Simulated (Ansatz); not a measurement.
**Cost against result**

The pair of H2S (SMILES S, atoms 1–3) and BF3 (SMILES FB(F)F, atoms 4–7), both closed shells, in one local arrangement (a lower one may exist), relaxed at PBE0-D4/def2-TZVP:

```xyz
7
angstrom
S 0.5360 0.3941 -1.5166
H 0.4180 -0.9045 -1.8347
H -0.7411 0.6488 -1.8417
F 1.1295 -0.5816 1.4814
B -0.0399 -0.0247 1.2415
F -0.2180 1.2584 1.4799
F -1.0847 -0.7903 0.9901
```

Interaction energies are counterpoise-corrected; the time is that of the whole pair.

Program: Ansatz 0.2.0. Basis: as named in each row. Cores are frozen in the correlated methods. B3LYP uses VWN-RPA correlation. Extrapolation: Hartree–Fock as exp(−7.88 √X), correlation as X^−2.97.

Times are rough, for one single point on 4 threads of a shared host (Arm Neoverse V1).

The estimate by CCSD(T) at an estimated basis limit (MP2 extrapolated from triple and quadruple zeta, plus CCSD(T) − MP2 in triple zeta) is -4.55 kcal/mol.

| method | basis | time (s) | interaction energy (kcal/mol) | method less estimate |
| --- | --- | --- | --- | --- |
| HF | STO-3G | under 1 | -0.44 | 4.11 |
| PBE-D4 | STO-3G | under 1 | -1.80 | 2.75 |
| SPW92 | def2-SVP | under 1 | -8.04 | -3.49 |
| PBE-D4 | def2-SVP | under 1 | -5.30 | -0.75 |
| B3LYP-D4 | 6-31G | under 1 | -4.98 | -0.44 |
| PBE0-D4 | def2-SVP | under 1 | -5.63 | -1.08 |
| PBE-D4 | def2-TZVPPD | 2 | -5.34 | -0.79 |
| revPBE-D4 | def2-TZVPPD | 2 | -4.97 | -0.43 |
| BLYP-D4 | def2-TZVPPD | 2 | -4.65 | -0.10 |
| CCSD(T) | def2-SVP | 2 | -2.18 | 2.37 |
| PBE0-D4 | def2-TZVPPD | 2 | -5.43 | -0.89 |
| B3LYP-D4 | def2-TZVPPD | 2 | -4.98 | -0.43 |
| HSE06-D4 | def2-TZVPPD | 2 | -5.37 | -0.82 |
| wB97M-V | def2-SVP | 3 | -5.45 | -0.90 |
| r2SCAN-D4 | def2-TZVPPD | 3 | -5.68 | -1.13 |
| B2PLYP | def2-TZVPPD | 4 | -3.32 | 1.23 |
| wB97X-V | def2-TZVPPD | 6 | -4.92 | -0.37 |
| B97M-V | def2-TZVPPD | 7 | -4.96 | -0.41 |
| wB97M-V | def2-TZVPPD | 7 | -5.10 | -0.55 |
| MP2 | def2-QZVPPD | 13 | -4.33 | 0.21 |
| CCSD(T) | def2-TZVPPD | 140 | -3.97 | 0.58 |

The T1 diagnostic stays at or below 0.013.
